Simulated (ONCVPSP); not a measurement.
**Configuration tests for ruthenium (ONCV)**

| Item | Value |
| --- | --- |
| Element | ruthenium |
| Generator | ONCVPSP 4.0.1 |
| Type | optimised norm-conserving Vanderbilt (ONCV) |
| Functional | PBE |
| Relativity | fully relativistic |
| Frozen core | [Ar] 3d10 |
| Valence charge | 16 |
| Reference configuration | 4s2 4p6 4d7 5s1 |
| Partial waves | 4s+5s: rc 1.40 bohr, ncon 4, nbas 9, qcut 9.7 1/bohr, 2 projectors; 4p: rc 1.20 bohr, ncon 4, nbas 7, qcut 7.3 1/bohr, 2 projectors, debl 3.5 Ha; 4d: rc 2.20 bohr, ncon 3, nbas 8, qcut 8.7 1/bohr, 3 projectors, debl 0.7 Ha |
| Local potential | polynomial inside 0.85 bohr (lpopt 4, dvloc0 0 Ha) |
| Core correction | Teter function, fcfact 3.5, rcfact 1.3 |

Open shells are filled in proportion to 2j + 1.

Energies are relative to the spin-unpolarised reference configuration 4s2 4p6 4d7 5s1; without spin polarisation the order of configurations can differ from experiment.

(1) Give the all-electron excitation energy and the error of the potential for: 4s2 4p6 4d7 5s0; 4s2 4p6 4d6 5s0; 4s2 4p6 4d5 5s0; 4s2 4p6 4d7 5s0.5.

Levels in the configuration 4s2 4p6 4d7 5s0.5:

| level | all-electron (eV) | pseudo (eV) |
| --- | --- | --- |
| 4s j=1/2 | -79.862 | -79.866 |
| 4p j=3/2 | -48.886 | -48.889 |
| 4p j=1/2 | -52.260 | -52.263 |
| 4d j=5/2 | -8.591 | -8.592 |
| 4d j=3/2 | -8.918 | -8.919 |
| 5s j=1/2 | -7.257 | -7.256 |

## Answers

(1)

```
valence configuration  charge  ΔE all-electron (eV)  error AE − PS (meV)
      4s2 4p6 4d7 5s0      +1                 7.294                 +0.7
      4s2 4p6 4d6 5s0      +2                25.480                 +0.8
      4s2 4p6 4d5 5s0      +3                56.099                  +18
    4s2 4p6 4d7 5s0.5    +0.5                 2.864                 +0.2
```
